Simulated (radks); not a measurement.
The numbers below are computed, except where a source is named.
Question: The carbon ion C2+, [He] 2s2. Code: a radial shooting solver on a logarithmic mesh with Libxc functionals. Model: non-relativistic Kohn-Sham, LDA (Slater exchange, Perdew-Wang correlation), spin-polarised, spherical densities, point nucleus. Every spin shell is full or empty, so the densities are truly spherical. Functionals are evaluated on that one density, not self-consistently. Rank these exchange functionals by their error against the exact value of the orbitals, and give that value: LDA, PBE, PW91, PW86, OPTX, WC, B86b, G96, EV93, APBE, SCAN, MS2.

Answer: Exact: -4.27983 hartree. From best to worst, with 100 (|E| - |E exact|)/|E exact| (equal figures are ties): OPTX -0.01, B86b -0.08, G96 -0.14, SCAN -0.31, MS2 +0.58, PW91 -0.61, APBE +0.63, PW86 +0.75, PBE -0.94, WC -3.00, EV93 +4.63, LDA -12.82.
